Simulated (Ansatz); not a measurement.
Mulliken charges of CH5GeI (`[CH3][GeH2][I]`) from B3LYP/def2-TZVPP in Ansatz (PBE0-D4/def2-TZVP geometry).

```csv
atom,x (Å),y (Å),z (Å),charge (e)
C1,-0.574,0.858,-0.307,-0.367
Ge2,0.364,-0.806,0.045,0.283
I3,1.886,-0.454,2.029,-0.274
H4,0.143,1.649,-0.528,0.121
H5,-1.162,1.144,0.564,0.121
H6,-1.241,0.729,-1.163,0.114
H7,1.266,-1.230,-1.124,0.001
H8,-0.590,-1.948,0.428,0.001
```

Q: By hand: the dipole of these point charges (1 e Å = 4.8032 D).

A: Σ q r = (-0.467, -0.001, -0.559) e Å, of length 0.728 e Å = 3.50 D.

Q: How does the dipole of the full density compare? (Estimate.)

A: Ansatz gave: (-0.314, 0.093, -0.333) e Å, 2.24 D; the point charges give 1.56 times that, at 12° from its direction.

Point charges leave out the atoms' own dipoles, such as those of lone pairs, and Mulliken's split depends on the basis, so the two needn't agree.

B3LYP here is the variant with VWN-RPA as its local correlation; programs differ in this.
